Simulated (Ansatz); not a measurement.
`[SH][Zr]([Cl])([Cl])[Cl]` + HI → `[Cl][Zr]([Cl])([Cl])[I]` + H₂S at 400 K and 1 bar (ligand exchange at a Zr–S bond).

Gas-phase electronic energies from Ansatz, PBE0-D4/def2-TZVP geometries. CCSD(T)/CBS adds triple-zeta CCSD(T) − MP2 to the extrapolated MP2 energy (def2 sets, frozen cores). This one scheme is used for every species. def2 core potentials past Kr. For I, Zr outer-core shells are correlated without core-valence functions, which leaves a few kJ/mol of doubt a bond. Each species was taken in one conformer, which may not be the lowest.

```json
{"species": "`[SH][Zr]([Cl])([Cl])[Cl]`", "CCSD(T)/CBS energy (Eh)": "-1824.98006", "H − E (kJ/mol)": "69.2", "S (J/(mol·K))": "442.9"}
{"species": "HI", "CCSD(T)/CBS energy (Eh)": "-298.03592", "H − E (kJ/mol)": "25.7", "S (J/(mol·K))": "215.0"}
{"species": "`[Cl][Zr]([Cl])([Cl])[I]`", "CCSD(T)/CBS energy (Eh)": "-1724.06608", "H − E (kJ/mol)": "45.4", "S (J/(mol·K))": "429.6"}
{"species": "H₂S", "CCSD(T)/CBS energy (Eh)": "-398.97279", "H − E (kJ/mol)": "53.4", "S (J/(mol·K))": "215.9"}
```

H − E and S are ideal-gas, rigid-rotor, harmonic terms from PBE0-D4/def2-TZVP, for one conformer and one mirror image of each species. 1 Eh = 2625.50 kJ/mol, R = 8.31446 J/(mol·K).

Q: By hand: ΔE, ΔH, ΔS and ΔG.

A: ΔE = (-1724.06608) + (-398.97279) − (-1824.98006) − (-298.03592) = -0.02289 Eh = -60.1 kJ/mol. Δ(H − E) = 45.4 + 53.4 − 69.2 − 25.7 = 3.9, so ΔH = -56.2 kJ/mol. ΔS = 429.6 + 215.9 − 442.9 − 215.0 = -12.4 J/(mol·K). ΔG = -56.2 − 400 × (-12.4)/1000 = -51.2 kJ/mol.

Q: By hand: the equilibrium constant, and the temperature at which ΔG would vanish if ΔH and ΔS stayed fixed.

A: log₁₀ K = −ΔG/(RT ln 10) = 6.7. ΔG = 0 at ΔH/ΔS = 4532 K, far beyond where these terms or the molecules hold.

The number of gas molecules stays the same, so ΔS is small and ΔH decides. A doubt of 5 kJ/mol in ΔE shifts log₁₀ K by 0.7 here. Other conformers and mirror images would add mixing entropy, several J/(mol·K) or more a flexible species. These are equilibria of isolated gas molecules and say nothing of rates. Largest T1 diagnostic: 0.016 (customary marks: 0.02 for closed shells, 0.045 for open ones).
